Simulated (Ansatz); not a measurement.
`FC[SiH2]CBr` → `CC[SiH](F)Br`  (isomerisation)

Program: Ansatz. Geometries: PBE0-D4/def2-TZVP. ΔE: electronic, gas phase. CBS: MP2 limit from def2 TZ/QZ plus the TZ coupled-cluster correction, frozen cores. DFT in def2-TZVPP. For Br outer-core shells are correlated without core-valence functions, which leaves a few kJ/mol of doubt a bond. Scalar relativity is left out up to krypton. Each species was taken in one conformer, which may not be the lowest.

```csv
level,ΔE (kcal/mol)
PBE,-82.8
CCSD(T)/def2-TZVPP,-86.5
```

Q: What does CCSD(T)/CBS give? (Best estimate.)

A: Ansatz gave: -88.2 kcal/mol. The listed levels differ from it by 5.4, 1.7 kcal/mol.

Largest T1 diagnostic among the species: 0.010.

From PBE to PBE0 (25 % exact exchange), in def2-TZVPP and without D4, ΔE moves by −3.0 kcal/mol.
